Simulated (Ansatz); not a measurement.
Geometry optimisation, RKS BHLYP-D4/def2-SVP in Ansatz 0.2.0.

input.yaml

```yaml
crystal:
  periodic: [false, false, false]
  atoms:
    - { symbol: Mg, position_ang: [-0.187379, -1.501252, -0.865819] }
    - { symbol: "N", position_ang: [1.167033, -1.233862, 0.666935] }
    - { symbol: Cl, position_ang: [-1.690794, -2.160919, -2.32192] }
    - { symbol: H, position_ang: [-0.51097, 2.021635, -0.229024] }
    - { symbol: O, position_ang: [-0.581793, 1.816346, -1.168503] }
    - { symbol: H, position_ang: [0.23419, 0.597449, 1.704769] }
    - { symbol: F, position_ang: [-0.319903, 1.310539, 1.818327] }
    - { symbol: H, position_ang: [1.279394, -1.962558, 1.359172] }
    - { symbol: H, position_ang: [2.097004, -0.910272, 0.432186] }
    - { symbol: H, position_ang: [-1.486682, 2.022793, -1.396023] }
basis:
  gaussian: { orbitals: def2-SVP }
hamiltonian:
  xc: { name: BHLYP }
  dispersion: d4
relax:
  f_tol: 0.03
  max_steps: 50
```

Run as:

```bash
$ ansatz run input.yaml --threads 2 --pin off --max-ram 3072MiB --backend cpu --events-out ev --progress --plain --runs-dir out
```

Where does it end, and by what steps?

The forces met the threshold. After 24 steps the energy has fallen by 2.455 eV; Mg1 moved furthest, 0.99 Å. Parted: H4–O5, H6–F7. Joined: Mg1–O5, N2–H6, H4–F7.

```csv
step,energy less start (eV),largest force component (eV/Å),accepted
0,0.0000,1.360,yes
1,-0.4526,0.893,yes
2,-0.8613,1.135,yes
3,-1.3135,0.938,yes
4,-1.6217,0.475,yes
5,-1.7119,1.062,yes
6,-1.7829,0.412,yes
7,-1.8433,0.805,yes
8,-1.9276,0.994,yes
9,-2.0084,1.843,yes
10,-2.2929,0.627,yes
11,-2.3866,1.349,yes
12,-2.4294,0.638,yes
13,-2.4091,1.065,no
14,-2.4421,0.307,yes
15,-2.4476,0.044,yes
16,-2.4488,0.097,yes
17,-2.4501,0.106,yes
18,-2.4512,0.119,yes
19,-2.4523,0.143,yes
20,-2.4533,0.112,yes
21,-2.4542,0.069,yes
22,-2.4544,0.131,yes
23,-2.4549,0.059,yes
24,-2.4551,0.017,yes
```

```xyz
10
Properties=species:S:1:pos:R:3
Mg -0.513 -0.577 -1.003
N 0.793 -0.874 0.637
Cl -0.865 -2.334 -2.306
H -0.292 1.661 0.487
O -0.925 1.208 -0.742
H 0.775 0.028 1.129
F 0.222 1.719 1.319
H 0.514 -1.596 1.292
H 1.756 -1.074 0.393
H -1.463 1.840 -1.205
```

Whether the end is a true minimum wasn't checked by a vibrational analysis.

The run took 54 s on 2 threads of INTEL(R) XEON(R) PLATINUM 8581C CPU @ 2.30GHz (Emerald Rapids), with other jobs on the host, peak memory 0.24 GiB.
